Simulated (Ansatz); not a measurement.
`[SiH3]C([SiH3])S` + `[SiH3]S[SiH2]S` → `[SiH3]S[SiH2]S[SiH3]` + `[SiH3]CS`  (ligand exchange at the Si–C bond)

Computed with Ansatz on PBE0-D4/def2-TZVP structures; ΔE is electronic, products minus reactants. CCSD(T)/CBS adds triple-zeta CCSD(T) − MP2 to the extrapolated MP2 energy (def2 sets, frozen cores). Functionals use def2-TZVPP. B3LYP here is the variant with VWN-RPA as its local correlation; programs differ in this. Each species was taken in one conformer, which may not be the lowest.

`[SiH3]C([SiH3])S`:

```xyz
12

Si   -1.170   -0.145    1.160
C    -0.100    0.651   -0.163
Si    1.592   -0.120   -0.435
S    -1.013    0.683   -1.744
H    -0.458   -0.171    2.468
H    -1.461   -1.543    0.746
H    -2.443    0.604    1.305
H     0.041    1.705    0.098
H     2.343    0.649   -1.458
H     1.397   -1.517   -0.907
H     2.368   -0.148    0.836
H    -1.096   -0.648   -1.906
```

`[SiH3]S[SiH2]S`:

Z-matrix (Å, degrees):
```
Si
S 1 2.138
H 1 1.482 2 106.9
H 1 1.482 2 111.5 3 120.1
H 1 1.488 2 109.7 3 -119.1
Si 2 2.134 1 97.6 3 154.8
S 6 2.137 2 115.0 1 53.8
H 6 1.480 2 105.3 1 171.0
H 6 1.482 2 109.9 1 -68.4
H 7 1.343 6 93.9 2 -89.1
```

`[SiH3]S[SiH2]S[SiH3]`:

Z-matrix (Å, degrees):
```
Si
S 1 2.145
H 1 1.482 2 111.2
H 1 1.484 2 109.9 3 -121.9
H 1 1.483 2 105.8 3 119.0
Si 2 2.131 1 97.6 3 82.9
S 6 2.131 2 112.8 1 -53.0
H 6 1.482 2 111.4 1 64.9
H 6 1.482 2 105.1 1 -174.6
Si 7 2.145 6 97.6 2 -52.6
H 10 1.484 7 110.0 6 -38.5
H 10 1.483 7 105.8 6 -157.6
H 10 1.482 7 111.2 6 83.4
```

`[SiH3]CS`:

```xyz
9

Si   -0.404   -0.364   -0.933
C     0.024    0.754    0.513
S     1.439    0.114    1.449
H     0.738   -0.426   -1.877
H    -1.612    0.137   -1.646
H    -0.688   -1.730   -0.415
H     0.345    1.728    0.134
H    -0.830    0.928    1.171
H     0.986   -1.141    1.604
```

| level | ΔE (kJ/mol) | difference from CCSD(T)/CBS |
| --- | --- | --- |
| PBE-D4 | -67.3 | -0.9 |
| PBE0-D4 | -69.5 | -3.1 |
| B3LYP-D4 | -67.8 | -1.4 |
| ωB97X-V | -67.0 | -0.6 |
| ωB97M-V | -66.4 | 0.0 |
| B2PLYP | -65.3 | 1.1 |
| r2SCAN | -67.6 | -1.2 |
| PBE0 | -67.4 | -1.0 |
| B3LYP | -64.2 | 2.2 |
| MP2/def2-TZVPP | -66.9 | -0.5 |
| SCS-MP2/def2-TZVPP | -65.4 | 1.0 |
| CCSD(T)/def2-TZVPP | -63.3 | 3.1 |
| HF/def2-QZVPP | -68.3 | -1.9 |
| SCS-MP2/def2-QZVPP | -67.1 | -0.7 |
| HF/CBS(def2) | -68.2 | -1.8 |
| CCSD/CBS(def2) | -66.4 | 0.0 |
| CCSD(T)/CBS | -66.4 | 0 |

Largest T1 diagnostic among the species: 0.012.

The D4 term adds −3.6 kJ/mol with B3LYP and −2.1 kJ/mol with PBE0; it sums over pairs of atoms, weighted by their polarisabilities, and B3LYP, whose exchange is more repulsive, gets the larger term.
